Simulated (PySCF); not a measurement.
C2H2F3, multiplicity 2. Atoms are numbered in the order given.

```xyz
7

F     -1.6350    -0.5689     0.0000
C     -0.9130     0.6164     0.0000
C      0.5534     0.3707     0.0000
F      1.0683    -0.1773     1.0935
F      1.0683    -0.1773    -1.0935
H     -1.1782     1.1944    -0.8998
H     -1.1782     1.1944     0.8998
```
Charge 0, spin multiplicity 2.

Coordinates come from a B3LYP-D3(BJ)/def2-SVP optimisation. The isomer is the one that the SMILES or the coordinates give; other isomers of the formula were not compared. Other conformers were not sampled.

The numbers are results of CAM-B3LYP/def2-TZVP run with PySCF, not measurements.

ESP charges are fitted to the potential on shells at 1.4 to 2.0 van der Waals radii. Atomic charges (e):

```json
[
 {"atom": "F1", "Mulliken": "-0.23", "Löwdin": "0.08", "ESP fit": "-0.18", "Mulliken spin": "0.04"},
 {"atom": "C2", "Mulliken": "0.02", "Löwdin": "-0.33", "ESP fit": "0.04", "Mulliken spin": "0.00"},
 {"atom": "C3", "Mulliken": "0.28", "Löwdin": "-0.45", "ESP fit": "0.06", "Mulliken spin": "0.84"},
 {"atom": "F4", "Mulliken": "-0.16", "Löwdin": "0.21", "ESP fit": "-0.07", "Mulliken spin": "0.06"},
 {"atom": "F5", "Mulliken": "-0.16", "Löwdin": "0.21", "ESP fit": "-0.07", "Mulliken spin": "0.06"},
 {"atom": "H6", "Mulliken": "0.12", "Löwdin": "0.14", "ESP fit": "0.11", "Mulliken spin": "0.00"},
 {"atom": "H7", "Mulliken": "0.12", "Löwdin": "0.14", "ESP fit": "0.11", "Mulliken spin": "0.00"}
]
```

Computed Mayer and Wiberg (Löwdin basis) orders of the bonds:
```
bond   Mayer  Wiberg
-----  -----  ------
F1–C2   0.98    1.65
C2–C3   1.00    1.36
C3–F4   1.12    1.86
C3–F5   1.12    1.86
C2–H6   0.96    0.87
C2–H7   0.96    0.87
```
